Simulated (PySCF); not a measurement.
## Vibration and rotation of NiBr

UHF constants of NiBr, ⁴Σ⁻ (quartet), unpaired electrons σ ↑, π ↑↑ (PySCF, no relativity, basis sets Ni def2-TZVPPD, Br def2-TZVPPD; masses 57.9353 and 78.9183 u):

| Item | Value |
| --- | --- |
| ωe | 285.5 cm⁻¹ |
| ωexe | 0.756 cm⁻¹ |
| Be | 0.090218 cm⁻¹ |
| αe | 0.000349 cm⁻¹ |

(1) What force constant and bond length do these constants imply?

(2) Estimate the centrifugal constant D from the Kratzer relation and find the Dunham coefficient a1.

Spin–orbit coupling is left out. Hartree–Fock leaves out correlation, which carries a large part of most bond energies and some tenths to 1 eV of ionisation energies. With d or f electrons several states lie close, and the lowest PBE0 determinant need not be the measured ground state.

Results:

(1) Reduced mass μred = 33.409 u; k = 5.8918×10⁻⁷·μred·ωe² (u, cm⁻¹, mdyn/Å) = 1.60 mdyn/Å; Re = √(16.8576/(μred·Be)) (u, cm⁻¹, Å) = 2.365 Å.

(2) D = 4Be³/ωe² = 3.6e-08 cm⁻¹; a1 = −1 − αeωe/(6Be²) = -3.04.
